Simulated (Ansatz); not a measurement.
Mulliken charges of F₃Sb, SMILES `[F][Sb]([F])[F]` from r2SCAN/def2-TZVPP in Ansatz (PBE0-D4/def2-TZVP geometry).

```
atom   x (Å)   y (Å)   z (Å)  charge (e)
  F1  -1.521  -0.355   0.393      -0.436
 Sb2   0.140   0.535   0.483       1.309
  F3   1.165  -1.048   0.483      -0.436
  F4   0.272   0.807  -1.379      -0.436
```

Q: By hand: the dipole of these point charges (1 e Å = 4.8032 D).

A: Σ q r = (0.220, 0.960, 0.852) e Å, of length 1.302 e Å = 6.25 D.

Q: How does the dipole of the full density compare? (An estimate is asked.)

A: The calculation gave: (0.127, 0.556, 0.493) e Å, 3.62 D; the point charges give 1.73 times that, at 0° from its direction.

Point charges leave out the atoms' own dipoles, such as those of lone pairs, and Mulliken's split depends on the basis, so the two needn't agree.
